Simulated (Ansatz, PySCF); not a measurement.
Bond stretch in SMILES [F][GeH3]. The Ge1–F5 bond (Ge1 also carries H, H, H; F5 carries nothing else) is varied alone, starting from the PBE0/def2-TZVP optimised geometry. Each curve is given relative to its own lowest point near equilibrium.

```json
[
 {"R / Å": "1.40", "A": "363.3", "B": "361.7", "C": "373.2"},
 {"R / Å": "1.47", "A": "204.7", "B": "204.5", "C": "214.1"},
 {"R / Å": "1.57", "A": "72.8", "B": "73.4", "C": "80.1"},
 {"R / Å": "1.62", "A": "36.2", "B": "36.8", "C": "42.0"},
 {"R / Å": "1.69", "A": "7.8", "B": "8.2", "C": "11.3"},
 {"R / Å": "1.74", "A": "0.0", "B": "0.0", "C": "1.6"},
 {"R / Å": "1.80", "A": "0.8", "B": "0.1", "C": "0.0"},
 {"R / Å": "1.84", "A": "6.0", "B": "4.8", "C": "3.6"},
 {"R / Å": "1.90", "A": "19.3", "B": "17.1", "C": "14.2"},
 {"R / Å": "2.03", "A": "62.5", "B": "57.7", "C": "51.3"},
 {"R / Å": "2.16", "A": "115.4", "B": "107.7", "C": "98.1"},
 {"R / Å": "2.34", "A": "191.4", "B": "180.0", "C": "166.1"},
 {"R / Å": "2.60", "A": "289.8", "B": "276.0", "C": "256.4"},
 {"R / Å": "2.85", "A": "361.7", "B": "349.4", "C": "328.4"},
 {"R / Å": "3.13", "A": "406.4", "B": "401.3", "C": "388.0"},
 {"R / Å": "3.50", "A": "381.4", "B": "442.1", "C": "433.7"},
 {"R / Å": "3.82", "A": "262.7", "B": "463.3", "C": "456.5"},
 {"R / Å": "4.23", "A": "—", "B": "479.2", "C": "473.7"},
 {"R / Å": "4.74", "A": "—", "B": "489.6", "C": "485.1"},
 {"R / Å": "5.28", "A": "—", "B": "494.9", "C": "491.1"},
 {"R / Å": "6.15", "A": "—", "B": "498.2", "C": "495.0"}
]
```

Energies in kJ/mol.

Which curve belongs to which method? The methods are CCSD(T) on RHF/cc-pVDZ, 10 core orbitals frozen run with PySCF; unrestricted B3LYP/cc-pVDZ (PySCF); unrestricted PBE/cc-pVDZ (Ansatz, a quantum-chemistry and plane-wave program).

A is RCCSD(T); B is UKS-B3LYP; C is UKS-PBE.

A dash means that the run gave no value there, or that the column was ended at a point which the program doubted or which failed a test of continuity chosen for this set; such a test can also cut sound points.

The unrestricted determinant behind UKS-PBE is spin-contaminated at 3.13 to 6.15 Å (<S²> up to 0.8, against 0.00 for a pure singlet). The T1 diagnostic of CCSD on the restricted reference of RCCSD(T) exceeds 0.045 at 3.13 to 6.15 Å. The unrestricted determinant behind UKS-B3LYP is spin-contaminated at 2.85 to 6.15 Å (<S²> up to 0.9, against 0.00 for a pure singlet). At the longest distance UKS-B3LYP leaves fractional charges on the fragments, a sign of delocalisation error or of the restricted form.
